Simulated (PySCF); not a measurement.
# RhS₂⁺: double against triple zeta

Base calculation in PySCF with density fitting and no spin–orbit coupling, PBE0/def2-SVP (scalar-relativistic core potentials): triplet, C2v, Rh–S 2.292 Å (×2), S–S 1.958 Å; Rh–S–S 64.7° (×2), S–Rh–S 50.6°; wavenumbers 253, 327, 666 cm⁻¹; dipole moment about the centre of mass 0.93 D, polar-tensor charge of Rh 0.62 e.

**Question.** What changes on going to PBE0/def2-TZVP (scalar-relativistic core potentials)?

**Answer.** The point group stays the same. Changes: mean bond to Rh -0.038 Å, highest wavenumber +27 cm⁻¹, lowest wavenumber +12 cm⁻¹, dipole moment about the centre of mass -0.03 D, polar-tensor charge of Rh -0.03 e. The new structure has Rh–S 2.254 Å (×2), S–S 1.929 Å; Rh–S–S 64.7° (×2), S–Rh–S 50.7°, with wavenumbers 265, 352, 693 cm⁻¹. The larger basis shortens the bonds, as added polarisation functions usually do.

Open d or f shells are single determinants, so the state found may not be the ground state. Each species is the lowest minimum found with this bonding; other isomers or fragments can lie lower.
